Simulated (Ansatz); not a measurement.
Input for Ansatz (a first-principles code): R-CCSD(T)/aug-cc-pVDZ on C2H5NO (a complex).

Ansatz 0.2 input:
```yaml
crystal:
  periodic: [false, false, false]
  atoms:
    - {symbol: C, position_ang: [-0.11277620, -0.62852428, -0.25597982]}
    - {symbol: N, position_ang: [-0.13684190, -0.18249042, 0.81773471]}
    - {symbol: H, position_ang: [-0.16687266, 0.19862720, 1.76612103]}
    - {symbol: C, position_ang: [-0.09390694, -0.33418614, 4.40866402]}
    - {symbol: O, position_ang: [-0.19421357, 0.71228865, 3.43694776]}
    - {symbol: H, position_ang: [0.26024944, 0.05404382, 5.36591597]}
    - {symbol: H, position_ang: [0.63465020, -1.04526383, 4.02527475]}
    - {symbol: H, position_ang: [-1.04934873, -0.84535936, 4.54839251]}
    - {symbol: H, position_ang: [-0.84373899, 1.36170602, 3.72500105]}
basis:
  gaussian:
    orbitals: aug-cc-pVDZ
magnetization: {spin_polarized: false}
correlation: {method: ccsd_t, electrons: outside_noble_gas}
scf: {lower_state_search: off}
```

### Question
What total energy does the run end on?

### Answer
-208.6509 hartree (reference determinant -207.9444, T1 diagnostic 0.013).

### Question
How many basis functions does it have, and what does it roughly cost on one machine?

### Answer
137 functions; roughly 40 core-seconds.
